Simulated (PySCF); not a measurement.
AsF2, multiplicity 2. Atoms are numbered in the order given.

```xyz
3

F      0.0000    -1.3041    -0.7497
As     0.0000     0.0000     0.4089
F      0.0000     1.3041    -0.7497
```
Charge 0, spin multiplicity 2.

Geometry: B3LYP-D3(BJ)/def2-TZVP. The isomer is the one that the SMILES or the coordinates give; other isomers of the formula were not compared.

The numbers are results of PySCF with PBE0/def2-TZVPD, not measurements.

```yaml
total_energy: -2435.21612 hartree
point_group: C2v
"α spin, highest occupied and lowest empty level": -6.72 and -1.40 eV
"β spin, highest occupied and lowest empty level": -10.55 and -3.01 eV
dipole_moment: 2.22 D
quadrupole, principal values (traceless, Buckingham form, about the centre of nuclear charge): -2.60, 0.84, 1.77 D·Å
mean_static_polarisability: 30.1 bohr³ (4.46 Å³)
polarisability_principal_values: 28.4, 29.9, 32.1 bohr³
"⟨S²⟩": 0.755 (pure state 0.75)
```
